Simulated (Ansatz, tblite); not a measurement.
Removing an electron: Si(NH2)2Cl2 (SiN₂Cl₂H₄). The state is a singlet with charge 0. Geometry: PBE-D4/def2-SVP. Ansatz, gas phase; energy differences of separate SCF runs; the oxidised species was run as a doublet alone.

```csv
atom,x (Å),y (Å),z (Å)
Si1,-0.241,-0.345,-0.162
N2,1.379,-0.430,0.396
H3,1.583,-0.132,1.353
H4,1.958,-1.224,0.116
N5,-0.788,1.274,0.000
H6,-0.265,2.017,-0.469
H7,-1.793,1.459,-0.002
Cl8,-1.661,-1.483,0.862
Cl9,-0.172,-1.136,-2.094
```

The xTB rows come from tblite.

```tsv
level	−HOMO (eV)	vertical IE (eV)	−LUMO (eV)	HOMO–LUMO gap (eV)
GFN1-xTB	11.23	14.05	3.99	7.24
GFN2-xTB	11.22	13.96	4.20	7.02
PBE-D4/def2-TZVP	6.59	9.46	0.47	6.12
r2SCAN-D4/def2-TZVP	6.94	9.70	-0.07	7.01
PBE0-D4/def2-TZVP	8.06	10.03	-0.45	8.51
```

 Raw xTB energy differences between charge states are shifted by several eV; the methods need an empirical correction for them.
